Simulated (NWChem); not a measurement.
C2H2BrF; SMILES C=C(F)Br

```xyz
6

C     -1.2074     1.6305     0.0000
C     -0.0761     0.9372     0.0000
F      1.1145     1.5035     0.0000
Br     0.0286    -0.9367     0.0000
H     -2.1719     1.1265     0.0000
H     -1.1599     2.7212     0.0000
```
Atoms are numbered in this order, from 1.

Program: NWChem. Pople sets run with spherical d functions. Geometry: optimised at PBE0/def2-SVP. Total energies compare along this basis series because the functional is fixed.

```
level         basis functions  energy (Ha)  highest occupied level (eV)  orbital gap (eV)  dipole (D)  relative time
------------  ---------------  -----------  ---------------------------  ----------------  ----------  -------------
PBE/STO-3G                 35   -2720.2014                        -3.37              5.79        0.65              1
PBE/3-21G                  53   -2737.4368                        -5.91              5.44        0.98              1
PBE/6-31G*                 78   -2750.4823                        -6.06              5.16        1.08              5
PBE/6-311G**              110   -2750.8111                        -6.27              5.18        1.08              6
```

Times are rough ratios from one shared machine.
